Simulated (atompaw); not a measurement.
u(r) = r·R(r): atom against pseudo-atom (Hf)

Columns: radius, all-electron u(r) and pseudo u(r) of the 5s shell (level -65.63 eV) of hafnium in the configuration [Kr] 4d10 4f14 5s2 5p6 5d3 6s1 6p0; PBE, scalar-relativistic, PAW (atompaw) scheme, atompaw 4.2.0.5.

```csv
r (bohr),all-electron,pseudo
0.092,0.0168,0.1418
0.185,0.3289,0.2854
0.277,-0.2917,0.4273
0.369,-0.5938,0.5676
0.462,-0.4088,0.7048
0.554,-0.0009,0.8313
0.646,0.4174,0.9429
0.738,0.7472,1.0334
0.831,0.9657,1.0972
0.923,1.0787,1.1281
1.015,1.1113,1.1250
1.108,1.0861,1.0883
1.200,1.0240,1.0242
1.292,0.9405,0.9405
1.385,0.8459,0.8459
1.477,0.7500,0.7500
1.569,0.6571,0.6571
1.662,0.5693,0.5693
1.754,0.4901,0.4901
1.846,0.4193,0.4193
1.938,0.3568,0.3568
2.031,0.3018,0.3018
2.123,0.2547,0.2547
2.215,0.2143,0.2143
2.308,0.1795,0.1795
2.400,0.1503,0.1503
```

(1) How many radial nodes do the two functions have?

(2) At about which radius was the pseudo-wave matched?

(3) Is the pseudo-wave norm-conserving?

## Answers

(1) The all-electron 5s function has n − l − 1 = 4 (the table is too coarse to show those close to the nucleus); the pseudo-wave has 0, since the states of the same l below it are removed with the core.

(2) 1.30 bohr. The columns agree to 0.0005 from 1.20 bohr on; several derivatives are matched, so the curves merge somewhat inside the radius.

(3) No, it belongs to a PAW set: the norm inside the radius is not constrained, and the difference is carried by the augmentation charge.
